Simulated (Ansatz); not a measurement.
Problem. Name a neutral molecule of Ge, Si and H with LUMO energy (B3LYP/def2-TZVPP) between -1.00 and -0.70 eV and HOMO energy (ωB97M-V/def2-TZVPP) between -9.70 and -9.40 eV (Ansatz, PBE0-D4/def2-TZVP geometry).

Solution. `[SiH2]1[SiH2][SiH2][GeH2][SiH2][SiH2]1` (-0.90 eV, -9.57 eV); `[SiH2]1[SiH2][SiH2][GeH2][GeH2][SiH2]1` (-0.83 eV, -9.54 eV); `[SiH2]1[SiH2][GeH2][SiH2][GeH2][SiH2]1` (-0.82 eV, -9.55 eV); `[SiH2]1[SiH2][GeH2][SiH2][SiH2][GeH2]1` (-0.76 eV, -9.59 eV); `[SiH2]1[GeH2][SiH2][GeH2][GeH2]1` (-0.97 eV, -9.50 eV); `[SiH2]1[SiH2][GeH2][GeH2][GeH2][SiH2]1` (-0.80 eV, -9.47 eV). Other molecules can fit too; these were computed, each in one conformer that needn't be the lowest.

B3LYP here is the variant with VWN-RPA as its local correlation; programs differ in this.
